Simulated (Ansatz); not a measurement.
Consider the ligand exchange at a Ga–Br bond: `[F][Ga]([F])[Br]` + HI → `[F][Ga]([F])[I]` + HBr.

Calculated with Ansatz (gas phase, PBE0-D4/def2-TZVP geometries, no zero-point term in ΔE). CCSD(T)/CBS adds triple-zeta CCSD(T) − MP2 to the extrapolated MP2 energy (def2 sets, frozen cores). DFT in def2-TZVPP. B3LYP here is the variant with VWN-RPA as its local correlation; programs differ in this. HSE06 is defined as in plane-wave codes. Elements past krypton have def2 core potentials. For Br, Ga, I outer-core shells are correlated without core-valence functions, which leaves a few kJ/mol of doubt a bond. Scalar relativity is left out up to krypton.

| level | ΔE (kcal/mol) | difference from CCSD(T)/CBS |
| --- | --- | --- |
| LDA (SPW92) | -1.9 | 0.0 |
| PBE-D4 | -2.1 | -0.2 |
| revPBE-D4 | -1.9 | 0.0 |
| BLYP-D4 | -1.8 | 0.1 |
| PBE0-D4 | -1.8 | 0.1 |
| B3LYP-D4 | -1.6 | 0.3 |
| r2SCANh-D4 | -1.5 | 0.4 |
| r2SCAN0-D4 | -1.5 | 0.4 |
| HSE06-D4 | -1.8 | 0.1 |
| BHLYP-D4 | -1.5 | 0.4 |
| CAM-B3LYP-D4 | -1.2 | 0.7 |
| ωB97X-V | -1.1 | 0.8 |
| ωB97M-V | -1.2 | 0.7 |
| B2PLYP | -1.3 | 0.6 |
| PBE-QIDH | -1.5 | 0.4 |
| revPBE | -1.8 | 0.1 |
| BLYP | -1.4 | 0.5 |
| r2SCAN | -1.5 | 0.4 |
| PBE0 | -1.6 | 0.3 |
| B3LYP | -1.3 | 0.6 |
| r2SCAN0 | -1.4 | 0.5 |
| HSE06 | -1.6 | 0.3 |
| BHLYP | -1.0 | 0.9 |
| CAM-B3LYP | -1.0 | 0.9 |
| LC-ωPBE | -1.1 | 0.8 |
| RPA@PBE/def2-TZVPP | -0.9 | 1.0 |
| HF/def2-SVP | -0.8 | 1.1 |
| MP2/def2-SVP | -1.5 | 0.4 |
| CCSD(T)/def2-SVP | -1.4 | 0.5 |
| HF/def2-TZVPP | -0.2 | 1.7 |
| MP2/def2-TZVPP | -1.8 | 0.1 |
| SCS-MP2/def2-TZVPP | -1.3 | 0.6 |
| CCSD/def2-TZVPP | -0.8 | 1.1 |
| CCSD(T)/def2-TZVPP | -1.0 | 0.9 |
| HF/def2-QZVPP | -0.3 | 1.6 |
| MP2/def2-QZVPP | -2.4 | -0.5 |
| SCS-MP2/def2-QZVPP | -1.8 | 0.1 |
| HF/CBS(def2) | -0.3 | 1.6 |
| MP2/CBS(def2) | -2.8 | -0.9 |
| CCSD/CBS(def2) | -1.7 | 0.2 |
| CCSD(T)/CBS | -1.9 | 0 |

Largest T1 diagnostic among the species: 0.013.

Leaving LDA and LC-ωPBE aside and taking each functional with its dispersion term where it has one, the values, not all of them listed here, spread over 1.3 kcal/mol, from PBE-D4 to B97M-V. In def2-TZVPP, CCSD(T) changes the Hartree–Fock value by −0.8 kcal/mol (the triples alone add −0.2 kcal/mol) and MP2 by −1.6 kcal/mol.
